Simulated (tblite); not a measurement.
Compound: C6H13AsS.
Atom-mapped SMILES: `[CH3:1][S:2][CH:3]1[CH2:4][CH2:5][AsH:6][CH2:7][CH2:8]1` (hydrogens: H9, H10, H11 on C1; H12 on C3; H13, H14 on C4; H15, H16 on C5; H17 on As6; H18, H19 on C7; H20, H21 on C8)

Cartesian coordinates in Å at the GFN2-xTB level; atoms count from 1:
```
atom  x, y, z in Å
C1    -3.1837    0.1327    0.4052
S2    -2.1050    0.6803   -0.9488
C3    -0.4604    0.3031   -0.2044
C4    -0.0780   -1.1397   -0.5075
C5     1.1894   -1.5637    0.2280
As6    2.7385   -0.5423   -0.4829
C7     1.8964    1.1998   -0.0339
C8     0.5476    1.3139   -0.7369
H9    -2.9877   -0.9107    0.6356
H10   -3.0175    0.7575    1.2791
H11   -4.2042    0.2482    0.0563
H12   -0.5878    0.4435    0.8738
H13   -0.9071   -1.7972   -0.2264
H14    0.0656   -1.2418   -1.5892
H15    1.0768   -1.3830    1.3005
H16    1.3493   -2.6360    0.0861
H17    3.5469   -0.6280    0.7951
H18    1.7616    1.2854    1.0477
H19    2.5418    2.0218   -0.3546
H20    0.1371    2.3190   -0.6021
H21    0.6715    1.1542   -1.8138
```

Level: GFN2-xTB in tblite, geometry and Hessian alike; calculated harmonic values, unscaled, isolated species. The method is semi-empirical: single wavenumbers can be off by several per cent or more. Modes of hydrogen on arsenic can be 10 to 20 % off. One conformer, not necessarily the lowest.

Harmonic wavenumbers (cm⁻¹): 50.5, 74.3, 135.7, 161.7, 188.6, 218.1, 241.9, 284.3, 359.5, 402.9, 435.7, 554.0, 568.5, 697.6, 720.0, 731.8, 748.8, 769.5, 844.9, 892.0, 899.5, 941.2, 948.5, 1003.2, 1010.5, 1063.8, 1069.4, 1117.0, 1136.9, 1184.8, 1197.3, 1227.6, 1247.4, 1271.5, 1296.2, 1318.4, 1338.6, 1345.2, 1450.7, 1451.4, 1454.8, 1457.5, 1482.8, 1492.7, 1848.1, 2915.4, 2923.7, 2927.3, 2929.2, 2936.2, 2939.8, 2944.8, 2947.7, 2956.0, 3014.7, 3022.1, 3063.8.

A = 3059, B = 548.9, C = 500.3 MHz; mass 191.995 u (most abundant isotopes); point group C1, symmetry number 1.

Q: What is the zero-point energy?

A: Half the sum of the wavenumbers: 37928 cm⁻¹ = 453.72 kJ/mol.

Q: Give the ideal-gas entropy at 298.15 K and 1 bar in the rigid-rotor, harmonic-oscillator model (classical rotation).

A: Translation 174.42, rotation 126.89, vibration 119.45: S = 420.8 J/(mol K).

Q: And Cp and H(298.15 K) − H(0)?

A: Cp = 166.11 J/(mol K), of which vibrations give 132.86 (their classical limit is 57 R = 473.9); H(298.15 K) − H(0) = 29.22 kJ/mol without the zero-point energy, 19.31 from vibrations.

Q: Which modes carry the vibrational entropy at 298.15 K?

A: 50.5 cm⁻¹: 20.07; 74.3 cm⁻¹: 16.89; 135.7 cm⁻¹: 11.98; 161.7 cm⁻¹: 10.58; 188.6 cm⁻¹: 9.38; 218.1 cm⁻¹: 8.26 J/(mol K); the other 51 give 42.28 together.

Q: How do the functions run with temperature in this model?

A: 
| T (K) | S (J/(mol K)) | Cp (J/(mol K)) | H − H(0) (kJ/mol) | G − H(0) (kJ/mol) | ln q(vib) |
| --- | --- | --- | --- | --- | --- |
| 150 | 333.1 | 99.0 | 9.74 | -40.21 | 2.75 |
| 250 | 393.6 | 143.0 | 21.78 | -76.62 | 5.33 |
| 400 | 476.4 | 214.0 | 48.62 | -141.93 | 9.26 |
| 600 | 578.2 | 288.8 | 99.35 | -247.57 | 14.59 |
| 900 | 710.1 | 360.6 | 197.66 | -441.42 | 22.33 |

q(vib) and H(0) count from the zero-point level.

Q: Blend soft modes into free rotors: weight 1/[1 + (100 cm⁻¹/ν̃)⁴] for the oscillator and the rest for a rotor with moment μB/(μ + B), μ = h/(8π²ν), B = 10⁻⁴⁴ kg m². What vibrational entropy results?

A: 111.35 J/(mol K) in place of 119.45, which changes −T·S at 298.15 K by +2.41 kJ/mol.

Q: What must be added to the electronic energy to get the Gibbs energy at 298.15 K and 1 bar?

A: ZPE + [H(298.15 K) − H(0)] − T·S = 453.72 + 29.22 − 125.45 = 357.49 kJ/mol.

Hindered rotation and anharmonicity are outside this model. Other conformers, if any are populated, would add a mixing term that is left out. The structure is chiral; the term R ln 2 for an equal mix with its mirror image is left out.
